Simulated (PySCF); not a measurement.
Computed properties of B(AsH2)(F)2 (AsBF₂H₂), SMILES FB(F)[AsH2]

B(AsH2)(F)2 (AsBF₂H₂), SMILES [AsH2]B(F)F. Coordinates come from a B3LYP-D3(BJ)/def2-SVP optimisation. One conformer was computed; it need not be the lowest. All values are computed for the isolated molecule unless a solvent is named; none is compared with measurement here.

**Structure.** The optimised structure has Cs symmetry. All 12 harmonic modes at B3LYP-D3(BJ)/def2-SVP (PySCF) are real, so it is a minimum. With heavy atoms numbered as in [B:1]([AsH2:2])([F:5])[F:6], the shortest bond between them is B1–F6 at 1.321 Å and the longest B1–As2 at 2.051 Å.

**Vibrations.** The strongest infrared lines (harmonic, unscaled, degenerate partners summed) lie at 1223 cm⁻¹ (365 km/mol, B 66 %, F 33 %), 1411 cm⁻¹ (243 km/mol, B 73 %, F 26 %), 2213 cm⁻¹ (84 km/mol, H 99 %). The softest mode is at 126 cm⁻¹ and the zero-point energy is 15.9 kcal/mol.

**Electronic structure.** ωB97X/def2-TZVPD (PySCF) places the frontier levels at -10.21 and 1.25 eV, a gap of 11.46 eV, and gives a dipole moment of 0.97 D and a mean polarisability of 47.7 bohr³.

**Excitations.** TDDFT-CAM-B3LYP/def2-SVPD (PySCF) has S1 at 6.32 eV (196 nm, f = 0.033, weak); the most intense of the 10 singlets computed lies at 7.04 eV (f = 0.23). T1 (TDA) is at 5.25 eV. No vertical singlet excitation falls in the visible range (under 3.1 eV).

**NMR.** GIAO shifts at B3LYP/pcSseg-1 (PySCF) (non-relativistic, atoms alike by connectivity averaged): ¹H at 2.6 ppm against TMS; ¹⁹F at -31.7 ppm against CFCl3; ¹¹B at 25.8 ppm against BF3.
